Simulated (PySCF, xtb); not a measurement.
Be(NMe2)(SiH3) (C₂H₉BeNSi), SMILES C[N](C)[Be][SiH3].

GFN2-xTB in xtb at its own geometry gives an orbital gap of 3.99 eV and a dipole moment of 3.42 D.

Geometry optimised at B3LYP-D3(BJ)/def2-SVP. Other conformers were not sampled.

### Question
What does PBE/def2-TZVP run with PySCF give? (An estimate is asked for; the answer gives what the named calculation found.)

### Answer
gap 3.74 eV (levels -5.30 and -1.57 eV), dipole 2.23 D.
